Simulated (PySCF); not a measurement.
A structure optimised at PBE0-D3(BJ)/def2-SVP, used in a PySCF frequency run:

```xyz
13

C      0.6939    -1.5131     0.0000
C      0.4161    -0.0675     0.0000
C      0.8884     0.6291     1.2635
C      0.8884     0.6291    -1.2635
Cl    -1.4563     0.0738     0.0000
H      0.6797    -2.0710     0.9393
H      0.6797    -2.0710    -0.9393
H      0.4793     0.1381     2.1576
H      0.5710     1.6813     1.2689
H      1.9884     0.5915     1.3152
H      0.5710     1.6813    -1.2689
H      0.4793     0.1381    -2.1576
H      1.9884     0.5915    -1.3152
```
Charge 0, spin multiplicity 2.

### Question
Write its SMILES, formula and point group.

### Answer
[CH2]C(C)(C)Cl, C4H8Cl, Cs

### Question
What are its rotational constants (standard atomic weights)?

### Answer
4.6565, 3.0930, 3.0198 GHz
